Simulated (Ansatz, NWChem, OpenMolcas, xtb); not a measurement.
A small benchmark: dipole moment

6 molecules without hydrogen; the dipole moment in D, computed less measured. Shapes, held fixed at every level: PBE0-D4/def2-TZVP. No vibrational averaging. Dipoles are compared by magnitude; molecules under 1 D, whose direction can flip, are left out. Programs: Ansatz 0.2.0, NWChem 7.3.0, OpenMolcas 26.06, xtb 6.7.1. Measured values: NIST CCCBDB.

Levels: A = GFN2-xTB; B = HF/def2-SVP; C = r2SCAN-D4/def2-TZVPP; D = PBE0/def2-SVP; E = B3LYP/6-31G* (spherical functions).

| molecule | measured | A | B | C | D | E |
| --- | --- | --- | --- | --- | --- | --- |
| CuF (fluorocopper) | 5.77 | +0.25 | +0.68 | -0.87 | -0.54 | -1.66 |
| NS (Mononitrogen monosulfide) | 1.81 | +0.20 | -0.17 | -0.01 | +0.01 | -0.08 |
| NOF (nitrosyl fluoride) | 1.81 | -0.31 | -0.24 | -0.48 | -0.56 | -0.70 |
| SO2 (SMILES O=S=O) | 1.63 | +1.37 | +0.66 | -0.05 | +0.12 | +0.08 |
| AsF3 (arsenic trifluoride) | 2.59 | -0.96 | +0.40 | -0.28 | -0.13 | -0.32 |
| PF3 (phosphorus trifluoride) | 1.03 | +0.16 | +0.52 | -0.18 | +0.07 | -0.06 |

Q: Sum up the errors.

A: 
```
                             level            kind  mean error  mean absolute error  worst case
                          GFN2-xTB  semi-empirical      +0.118                0.542         SO2
                       HF/def2-SVP    Hartree–Fock      +0.308                0.445         CuF
              r2SCAN-D4/def2-TZVPP        meta-GGA      -0.312                0.312         CuF
                     PBE0/def2-SVP   global hybrid      -0.172                0.238         NOF
B3LYP/6-31G* (spherical functions)   global hybrid      -0.457                0.483         CuF
```

On this set PBE0/def2-SVP has the smallest mean absolute error and GFN2-xTB the largest. Without SO2 the largest would be that of B3LYP/6-31G* (spherical functions). HF/def2-SVP is too high in 4 of 6; r2SCAN-D4/def2-TZVPP is too low in 6 of 6; PBE0/def2-SVP is too low in 3 of 6; B3LYP/6-31G* (spherical functions) is too low in 5 of 6. The levels differ in basis as well as in method. The tabulated value of NOF is in doubt (older tables, estimates, or at odds with other calculations) and kept here. Over the 5 molecules whose values aren't doubted the mean absolute errors are A 0.588; B 0.486; C 0.278; D 0.174; E 0.440. The largest two are near a tie. Spin contamination: NS (⟨S²⟩ up to 1.14). Open shells run unrestricted. Relativity is left out for As, Cu. The set is small.
